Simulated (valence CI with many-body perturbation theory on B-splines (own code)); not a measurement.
# Ge¹⁷⁺: electric-dipole lines

Method: relativistic CI+MBPT: five valence electrons over a frozen Dirac-Fock core [Ne], a basis of 11 s, 11 p, 10 d, 8 f, 5 g, 2 h functions for each j, with the one-electron correlation potential Σ1 (screened to all orders), the two-electron term Σ2, the three-electron term Σ3, Breit, model QED; selected single and double excitations, second order for the rest, scaled by the run's own slope (own B-spline code, finite nucleus).

No measured spectrum was set against this ion. As an estimate, levels of excited configurations hold to 0.05 to 0.15 % of their energy, terms of the ground configuration to about 0.5 %. Among the levels kept, up to 3300 cm⁻¹ of a level comes from second order outside the variational space, and about a tenth of that is noise between levels of different J, which matters for small intervals.

Lines 201 to 250 of 588 in falling wavelength, among levels below 1558400 cm⁻¹, chosen from the strongest by gf and those to the six lowest levels. Wavelengths and rates use the calculated energies, so an error of 300 cm⁻¹ moves a line at 16.50 nm by 0.049 % and its rate by three times that or more. Electric multipoles are in the length gauge with retardation, E1 and E2 with the static RPA response of the core. Weak lines are less certain than strong ones. Lines between different terms over intervals too small for the method are left out, as are lines whose strength nearly cancels. Where a level lies close to another of its J and parity, the split of strength between their lines is uncertain. The highest levels of a list are the least certain.

Names give the largest LS component (configuration and term), which can be under half, so a name can repeat, a term be missing and a line seem to break the LS rules; names also repeat where a configuration has a term twice. Letters in brackets count levels of one name in rising energy.

```tsv
λ vac (nm)	Upper	Lower	A (s⁻¹)	S (a.u.) with core polarisation	S without
16.50	3s²3p²3d ⁴D_5/2	3s²3p³ ²D°_3/2	2.83e+08	3.76e-03	3.86e-03
16.49	3s3p³3d ⁴F°_3/2 [a]	3s3p⁴ ⁴P_5/2	1.35e+08	1.19e-03	1.22e-03
16.48	3s3p⁴ ²P_3/2	3s²3p³ ²P°_1/2	2.03e+09	1.80e-02	1.85e-02
16.46	3s²3p3d² ⁴G°_7/2 [a]	3s²3p²3d ⁴D_5/2	3.79e+09	6.67e-02	6.87e-02
16.44	3s3p³3d ⁴D°_5/2 [e]	3s²3p²3d ⁴F_7/2	2.21e+10	2.91e-01	3.00e-01
16.42	3s3p³3d ²F°_5/2 [b]	3s²3p²3d ⁴D_7/2	2.53e+10	3.32e-01	3.41e-01
16.42	3s3p³3d ⁴D°_3/2 [d]	3s²3p²3d ²F_5/2 [a]	2.41e+10	2.11e-01	2.17e-01
16.37	3s3p³3d ²P°_1/2 [b]	3s²3p²3d ⁴D_3/2	1.56e+10	6.76e-02	6.96e-02
16.36	3s3p³3d ⁴F°_5/2 [a]	3s3p⁴ ⁴P_5/2	2.61e+08	3.38e-03	3.47e-03
16.33	3s²3p3d² ⁴D°_5/2 [a]	3s²3p²3d ⁴P_5/2	3.66e+09	4.72e-02	4.85e-02
16.30	3s²3p3d² ⁴P°_5/2	3s²3p²3d ²D_5/2 [a]	7.55e+09	9.69e-02	9.98e-02
16.29	3s3p³3d ⁴D°_7/2 [d]	3s²3p²3d ⁴F_7/2	9.61e+09	1.64e-01	1.69e-01
16.29	3s²3p²3d ⁴F_5/2	3s²3p³ ⁴S°_3/2	8.13e+08	1.04e-02	1.07e-02
16.25	3s²3p²3d ²D_3/2 [a]	3s²3p³ ²P°_3/2	1.94e+08	1.64e-03	1.69e-03
16.23	3s3p³3d ⁴D°_5/2 [d]	3s²3p²3d ²P_3/2 [a]	5.00e+09	6.32e-02	6.51e-02
16.21	3s3p³3d ²D°_5/2 [f]	3s²3p²3d ²D_5/2 [b]	5.24e+09	6.60e-02	6.79e-02
16.20	3s3p³3d ²D°_3/2 [d]	3s²3p²3d ²P_1/2 [b]	6.46e+09	5.43e-02	5.58e-02
16.19	3s²3p²3d ⁴D_7/2	3s²3p³ ²D°_5/2	1.96e+08	3.29e-03	3.37e-03
16.18	3s²3p²3d ²P_1/2 [a]	3s²3p³ ²P°_3/2	1.99e+10	8.32e-02	8.58e-02
16.17	3s3p³3d ⁴F°_7/2 [a]	3s3p⁴ ⁴P_5/2	1.39e+08	2.32e-03	2.38e-03
16.14	3s²3p3d² ⁴G°_7/2 [b]	3s²3p²3d ⁴D_5/2	2.73e+09	4.54e-02	4.66e-02
16.13	3s²3p3d² ²D°_3/2 [b]	3s²3p²3d ²D_5/2 [c]	1.01e+10	8.36e-02	8.60e-02
16.12	3s3p³3d ⁴P°_5/2 [a]	3s3p⁴ ²D_3/2	4.51e+09	5.59e-02	5.75e-02
16.10	3s3p³3d ²D°_5/2 [d]	3s²3p²3d ⁴D_7/2	4.77e+09	5.89e-02	6.06e-02
16.06	3s²3p3d² ²P°_3/2 [a]	3s²3p²3d ²S_1/2	2.03e+10	1.66e-01	1.71e-01
16.02	3s²3p3d² ⁴D°_7/2 [a]	3s²3p²3d ⁴P_5/2	1.64e+10	2.67e-01	2.74e-01
15.99	3s²3p3d² ⁴D°_5/2 [a]	3s²3p²3d ²G_7/2	4.05e+09	4.90e-02	5.04e-02
15.95	3s²3p3d² ²P°_3/2 [a]	3s²3p²3d ²P_3/2 [b]	2.20e+10	1.77e-01	1.82e-01
15.93	3s3p³3d ⁴D°_5/2 [e]	3s²3p²3d ⁴F_5/2	1.32e+10	1.58e-01	1.63e-01
15.91	3s²3p3d² ²G°_7/2 [b]	3s²3p²3d ²D_5/2 [c]	3.51e+09	5.58e-02	5.74e-02
15.90	3s²3p3d² ²H°_9/2	3s²3p²3d ²G_9/2	3.11e+09	6.17e-02	6.36e-02
15.88	3s²3p3d² ²D°_5/2 [a]	3s²3p²3d ²D_3/2 [c]	6.27e+09	7.43e-02	7.64e-02
15.87	3s3p³3d ²P°_3/2 [c]	3s²3p²3d ⁴D_5/2	1.54e+10	1.22e-01	1.25e-01
15.81	3s²3p²3d ⁴P_1/2	3s²3p³ ²P°_1/2	2.49e+09	9.72e-03	1.00e-02
15.80	3s²3p²3d ²F_5/2 [a]	3s²3p³ ⁴S°_3/2	5.93e+08	6.93e-03	7.11e-03
15.79	3s3p³3d ⁴D°_7/2 [d]	3s²3p²3d ⁴F_5/2	4.01e+09	6.24e-02	6.43e-02
15.78	3s²3p3d² ²F°_7/2 [b]	3s²3p²3d ²F_7/2 [b]	2.48e+10	3.85e-01	3.96e-01
15.69	3s²3p3d² ⁴G°_5/2 [a]	3s²3p²3d ⁴F_5/2	6.32e+09	7.23e-02	7.44e-02
15.66	3s²3p3d² ²F°_5/2 [a]	3s²3p²3d ²G_7/2	1.58e+10	1.79e-01	1.84e-01
15.66	3s3p³3d ²D°_3/2 [c]	3s²3p²3d ⁴F_5/2	8.54e+09	6.47e-02	6.67e-02
15.64	3s3p³3d ⁴D°_5/2 [e]	3s²3p²3d ⁴F_3/2	5.05e+09	5.71e-02	5.88e-02
15.63	3s3p³3d ⁴D°_3/2 [d]	3s²3p²3d ⁴F_3/2	1.08e+10	8.13e-02	8.37e-02
15.62	3s3p³3d ²D°_5/2 [f]	3s²3p²3d ²D_5/2 [a]	7.84e+09	8.85e-02	9.11e-02
15.61	3s²3p²3d ²D_5/2 [a]	3s²3p³ ²P°_3/2	6.06e+09	6.83e-02	7.04e-02
15.58	3s²3p3d² ²H°_9/2	3s²3p²3d ²G_7/2	2.98e+10	5.57e-01	5.72e-01
15.57	3s3p³3d ⁴D°_1/2 [d]	3s²3p²3d ⁴F_3/2	1.33e+10	4.95e-02	5.10e-02
15.54	3s²3p3d² ⁴D°_7/2 [b]	3s²3p²3d ²D_5/2 [a]	4.44e+09	6.58e-02	6.76e-02
15.51	3s²3p3d² ⁴G°_9/2	3s²3p²3d ²F_7/2 [a]	2.42e+09	4.47e-02	4.58e-02
15.51	3s²3p²3d ²G_7/2	3s²3p³ ²D°_5/2	1.94e+09	2.86e-02	2.93e-02
15.50	3s²3p²3d ²D_3/2 [a]	3s²3p³ ²P°_1/2	7.60e+08	5.58e-03	5.71e-03
```
